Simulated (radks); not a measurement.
Q: Numerical settings for neutral vanadium, [Ar] 3d3 4s2. All-electron calculation, non-relativistic Kohn-Sham, r2SCAN, spin-polarised, spherical densities, point nucleus; open shells are filled with parallel spins first; meta-GGA in the generalised Kohn-Sham scheme. Program: a radial shooting solver on a logarithmic mesh with Libxc functionals. The defaults (mesh step 0.008 in ln r, mesh end at 40 bohr or more with all orbitals vanishing there, Anderson mixing 0.5 over 9 steps, residual threshold near 1e-9 with the energy settled to 1e-9 hartree or 1e-11 of itself, here a cap of 90 iterations) give E = -943.824 hartree and 4s at -4.325 eV in 18 iterations. Run on one thread of a shared host, so times are rough (Arm Neoverse V2): 0.16 s of CPU time, 0.16 s wall, 18 iterations on 2669 mesh points. One setting is changed at a time: mesh step in ln r 0.003; mesh step in ln r 0.08; mesh step in ln r 0.2; mesh end (bohr) 8; mesh end (bohr) 5; residual threshold 1e-16; residual threshold 1e-05; mixing 0.05; linear mixing, mixing 0.5; linear mixing, mixing 0.8; mixing history 2; iteration cap 2. Which runs fail to converge, and which converge to a wrong energy?

A: Not converged within the cap: mesh step in ln r 0.08; mesh step in ln r 0.2; residual threshold 1e-16; mixing 0.05; linear mixing, mixing 0.5; linear mixing, mixing 0.8; mixing history 2; iteration cap 2. Settings that end as converged yet miss the energy by more than 1 mhartree: mesh end (bohr) 8 (+0.00649 hartree); mesh end (bohr) 5 (+0.162 hartree).
